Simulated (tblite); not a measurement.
C7H11F.
Z-matrix (Å and degrees, GFN2-xTB geometry), rows numbered from 1:
```
C 
C   1  1.5263
C   2  1.5239  1  111.86
C   3  1.5223  2  111.42  1    86.47
F   4  1.3733  3  111.70  2  -176.28
C   3  1.5011  2  122.48  1   -56.81
C   6  1.4943  3   98.17  2   -63.75
C   7  1.4945  6   60.03  3   -48.39
H   1  1.0871  2  110.90  3   -62.39
H   1  1.0874  2  110.35  3   177.55
H   1  1.0874  2  110.16  3    57.48
H   2  1.0893  1  109.26  3  -122.25
H   2  1.0927  1  109.71  3   120.62
H   4  1.0955  3  111.15  2   -57.41
H   4  1.0965  3  110.93  2    64.99
H   6  1.0693  3  130.30  8  -122.94
H   7  1.0820  6  120.18  8   110.14
H   7  1.0834  6  116.79  8  -106.78
H   8  1.0691  3  130.27  6   123.23
```

Computed values, GFN2-xTB/tblite, gas phase, harmonic and unscaled. This tight-binding method is rough: wavenumbers can miss measured ones by several per cent, in bad cases by 10 to 20. One conformer, not necessarily the lowest.

Harmonic wavenumbers (cm⁻¹): 63.9, 73.4, 185.5, 195.5, 215.3, 268.1, 353.6, 398.8, 467.0, 575.9, 694.1, 760.9, 810.6, 814.3, 923.0, 943.1, 944.9, 971.0, 979.4, 1011.5, 1043.6, 1061.0, 1069.7, 1094.6, 1107.2, 1131.7, 1139.4, 1194.8, 1223.2, 1251.3, 1321.2, 1326.5, 1338.7, 1412.8, 1429.8, 1445.3, 1487.4, 1499.0, 1505.4, 1514.6, 2924.4, 2940.1, 2970.4, 3008.3, 3037.5, 3040.1, 3043.4, 3045.1, 3057.8, 3167.7, 3179.7.

A = 2537, B = 1942, C = 1300 MHz; mass 114.084 u (most abundant isotopes); point group C1, symmetry number 1.

Problem. Zero-point energy?

Solution. ½Σν̃ = 35331 cm⁻¹ = 101.02 kcal/mol.

Problem. What is S at 400 K and 1 bar for an ideal gas of classical rigid rotors and harmonic oscillators?

Solution. Translation 41.60, rotation 29.18, vibration 31.14: S = 101.9 cal/(mol K).

Problem. And Cp and H(400 K) − H(0)?

Solution. Cp = 44.05 cal/(mol K), of which vibrations give 36.10 (their classical limit is 51 R = 101.3); H(400 K) − H(0) = 9.93 kcal/mol without the zero-point energy, 6.75 from vibrations.

Problem. How do the functions run with temperature in this model?

Solution. 
```json
{"T (K)": "50", "S (cal/(mol K))": "56.3", "Cp (cal/(mol K))": "11.6", "H − H(0) (kcal/mol)": "0.47", "G − H(0) (kcal/mol)": "-2.35", "ln q(vib)": "0.31"}
{"T (K)": "100", "S (cal/(mol K))": "65.7", "Cp (cal/(mol K))": "16.1", "H − H(0) (kcal/mol)": "1.16", "G − H(0) (kcal/mol)": "-5.41", "ln q(vib)": "1.15"}
{"T (K)": "298.15", "S (cal/(mol K))": "90.6", "Cp (cal/(mol K))": "33.5", "H − H(0) (kcal/mol)": "5.97", "G − H(0) (kcal/mol)": "-21.04", "ln q(vib)": "5.06"}
{"T (K)": "373.15", "S (cal/(mol K))": "99.0", "Cp (cal/(mol K))": "41.3", "H − H(0) (kcal/mol)": "8.78", "G − H(0) (kcal/mol)": "-28.14", "ln q(vib)": "6.61"}
{"T (K)": "500", "S (cal/(mol K))": "112.8", "Cp (cal/(mol K))": "53.2", "H − H(0) (kcal/mol)": "14.80", "G − H(0) (kcal/mol)": "-41.58", "ln q(vib)": "9.34"}
{"T (K)": "750", "S (cal/(mol K))": "137.7", "Cp (cal/(mol K))": "69.7", "H − H(0) (kcal/mol)": "30.33", "G − H(0) (kcal/mol)": "-72.96", "ln q(vib)": "14.82"}
{"T (K)": "1000", "S (cal/(mol K))": "159.4", "Cp (cal/(mol K))": "80.4", "H − H(0) (kcal/mol)": "49.19", "G − H(0) (kcal/mol)": "-110.16", "ln q(vib)": "20.15"}
```

q(vib) and H(0) count from the zero-point level.

Problem. Blend soft modes into free rotors: weight 1/[1 + (100 cm⁻¹/ν̃)⁴] for the oscillator and the rest for a rotor with moment μB/(μ + B), μ = h/(8π²ν), B = 10⁻⁴⁴ kg m². What vibrational entropy results?

Solution. 29.05 cal/(mol K) in place of 31.14, which changes −T·S at 400 K by +0.84 kcal/mol.

Hindered rotation and anharmonicity are outside this model. Other conformers, if any are populated, would add a mixing term that is left out. The structure is chiral; the term R ln 2 for an equal mix with its mirror image is left out.
